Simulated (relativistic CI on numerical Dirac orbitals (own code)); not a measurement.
**Co2+ in a cubic cluster: 3s photoemission with charge transfer**

Computed with a charge-transfer multiplet model of a cubic metal-ligand cluster with up to 3 ligand holes, Slater and spin-orbit integrals from Dirac-Coulomb-Breit ions, Slater integrals scaled by 0.9. The parameters are those of a tetrahedral site (10Dq negative, t2 hopping the larger). The ground state mixes d7 with configurations of k ligand holes L, whose averages lie at kΔ + k(k − 1)U_dd/2; a core hole lowers each added d electron by U_cd. 20 K, Lorentzian 1.4 eV and Gaussian 0.8 eV FWHM.

Atomic integrals in eV (Slater integrals scaled, ζ unscaled), ground: F2dd 10.387, F4dd 6.447, zeta_d 0.063; with the core hole: F2dd 11.431, F4dd 7.144, zeta_d 0.073, G2cd 11.597.

Cluster parameters (eV): Δ = 3.2, U_dd = 6.1, 10Dq = -0.35, 10Dq(ligand) = 0, V(eg) = 1.25, V(t2g) = -2.12, final-state hopping factor = 0.8.

```
         Case   n_d    d7   d8L  d9L2  d10L3     S
U_cd = 5.3 eV  7.29  0.72  0.26  0.02   0.00  1.50
U_cd = 5.9 eV  7.29  0.72  0.26  0.02   0.00  1.50
U_cd = 7.1 eV  7.29  0.72  0.26  0.02   0.00  1.50
U_cd = 8.3 eV  7.29  0.72  0.26  0.02   0.00  1.50
U_cd = 8.9 eV  7.29  0.72  0.26  0.02   0.00  1.50
```

Weights, n_d and S are thermal averages at 20 K. Binding energies count from the first peak over 30 % of the highest in each spectrum, which can be another peak from case to case. The parameters are a model scan and need not match a compound or its usual spin state. Peaks in eV (height, largest 100):
- U_cd = 5.3 eV: 0.0 (100), 4.9 (16), 7.7 (36), 10.8 (14), 13.3 (13)
- U_cd = 5.9 eV: 0.0 (100), 5.0 (20), 7.4 (33), 10.2 (15), 13.2 (17)
- U_cd = 7.1 eV: 0.0 (100), 5.5 (34), 6.6 (32), 9.1 (20), 12.6 (22), 15.8 (12)
- U_cd = 8.3 eV: 0.0 (100), 5.7 (56), 8.3 (28), 11.9 (23), 15.9 (21)
- U_cd = 8.9 eV: 0.0 (100), 5.8 (64), 8.0 (32), 11.5 (25), 15.7 (19), 17.2 (20)

For the case U_cd = 7.1 eV, Δ = 3.2 eV is smaller than U_dd = 6.1 eV, the charge-transfer side of the Zaanen-Sawatzky-Allen scheme. With the core hole the configuration with one ligand hole lies at Δ − U_cd = -2.1, -2.7, -3.9, -5.1, -5.7 eV from the one without, in the order of the table; where this is negative the screened configuration lies lower, though the effective hopping of about 2.8 eV (from the holes of the mixed ground state) mixes the two strongly wherever it is as large as the gap.

Without intra-shell correlation the exchange splitting of the 3s hole comes out too large.
